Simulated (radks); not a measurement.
Values are calculated unless marked as measured or tabulated.
Pm2+, configuration [Kr] 4d10 4f5 5s2 5p4 5f2 (not the ground configuration).

Level of theory: scalar-relativistic Kohn-Sham, PBE, spin-polarised, spherical densities, finite nucleus; open shells are filled with parallel spins first (spin-orbit coupling, left out, can overturn this in heavy ions); Fermi nuclear charge, rms radius 4.962 fm (a radial shooting solver on a logarithmic mesh with Libxc functionals).

Energy parts (hartree):
part                       energy
total                 -10016.9930
kinetic                10683.0669
electron-nucleus      -24298.3399
Hartree                 3826.2860
exchange-correlation    -228.0061

Orbitals (lengths in bohr, moments of r in powers of bohr; r(90%) holds 90 % of the orbital's charge):
orbital  occ.  eigenvalue (hartree)      <r^2>  r(90%)
1s up       1             -1655.424  0.0007317  0.0419
1s down     1             -1655.419  0.0007317  0.0419
2s up       1             -270.0087    0.01156   0.153
2s down     1             -270.0056    0.01156   0.153
2p up       3             -241.2544   0.009260   0.142
2p down     3             -241.2499   0.009260   0.142
3s up       1             -59.67685    0.07757   0.382
3s down     1             -59.61674    0.07747   0.382
3p up       3             -50.64554    0.07765   0.387
3p down     3             -50.58513    0.07752   0.387
3d up       5             -38.25858    0.06571   0.369
3d down     5             -38.21117    0.06556   0.368
4s up       1             -12.73106     0.3973   0.852
4s down     1             -12.57572     0.3969   0.852
4p up       3              -9.77012     0.4492   0.914
4p down     3              -9.61394     0.4484   0.913
4d up       5              -5.58740     0.5512    1.04
4d down     5              -5.42782     0.5494    1.03
4f up       5              -1.13785      1.170    1.63
4f down     0              -0.97236      1.217    1.67
5s up       1              -2.57732      2.189    2.00
5s down     1              -2.41004      2.233    2.02
5p up       3              -1.82423      2.843    2.29
5p down     1              -1.67227      2.955    2.35
5d up       0              -0.87537      5.266    3.19
5d down     0              -0.76731      5.709    3.34
5f up       2              -0.28333      25.26    6.93
6s up       0              -0.73276      11.71    4.61
6s down     0              -0.66506      11.29    4.47
6p up       0              -0.55500      16.37    5.42

The highest occupied level is 5f up at -7.710 eV. The configuration is held as typed, so some empty levels lie below it. The density falls to 0.001 e/bohr^3 at r = 5.52 bohr. Summed over all electrons, <r^2> = 82.63 bohr^2, which gives a Langevin (diamagnetic) susceptibility term of -65.4 x 10^-6 cm^3/mol. Spin moment in Bohr magnetons: 9. The spin density at the nucleus is -3.993 e/bohr^3 (1s -0.870, 2s -0.192, 3s -8.498, 4s 0.440, 5s 5.126). The electron density at the nucleus is 5.138e+05 e/bohr^3 (large components only).
